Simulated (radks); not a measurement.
All-electron atom: the bromine ion Br2+ in [Ar] 3d10 4s2 4p3. Calculated with a radial shooting solver on a logarithmic mesh with Libxc functionals: scalar-relativistic Kohn-Sham, MS2 meta-GGA, spin-polarised, spherical densities, finite nucleus; open shells are filled with parallel spins first; meta-GGA in the generalised Kohn-Sham scheme; Fermi nuclear charge, rms radius 4.1629 fm.

Normalised radial functions P(r) = r R(r), r in bohr:

```
   r/bohr * 3d down (the largest magnitude, 1.3, reaches the edge; | marks zero)
 0.003621 *
 0.004715 *
 0.006189 *
 0.008059 *
  0.01049 *
  0.01366 *
  0.01779 *
  0.02335 *
  0.03041 |*
   0.0396 |*
  0.05156 | *
  0.06714 |   *
  0.08812 |       *
   0.1147 |            *
   0.1494 |                    *
   0.1946 |                              *
   0.2554 |                                          *
   0.3325 |                                                   *
    0.433 |                                                      *
   0.5638 |                                                  *
   0.7342 |                                        *
   0.9637 |                          *
    1.255 |              *
    1.634 |      *
    2.128 | *
     2.77 *
    3.636 *
    4.735 *
    6.166 *
```

3d down: eigenvalue -90.510 eV, 0 radial nodes, <r> = 0.588 bohr, 90 % of the charge inside 0.965 bohr.
